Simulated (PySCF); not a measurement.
UHF on Pd (palladium, neutral)

Configuration: [Kr] 4d10, closed-shell 1S. Calculation: PySCF 2.14, in def2-SVP with the def2 core potential (28 electrons) (5s3p2d1f, 31 functions); a scalar-relativistic core potential.

| Quantity | Value |
| --- | --- |
| Total energy | -127.000351 hartree |
| One-electron energy | -228.4456 hartree |
| Hartree (Coulomb) energy | 113.5719 hartree |
| Exchange energy | -12.1267 hartree |
| ⟨S²⟩ | 0.0000 |
| ⟨L²⟩ | 0.000 |
| Sum of ⟨r⟩ | 23.88 bohr |
| Sum of ⟨r²⟩ | 39.47 bohr² |
| Time after the integrals | 0.06 s of wall time on 1 thread of Intel(R) Xeon(R) 6975P-C (shared host) |

```tsv
shell	electrons	mean orbital energy (hartree)	rms radius, mean of both spins (bohr)
4s	2	-3.88286	1.02
4p	6	-2.42914	1.13
4d	10	-0.32146	1.72
```

Energies and moments cover only the electrons outside the core potential.
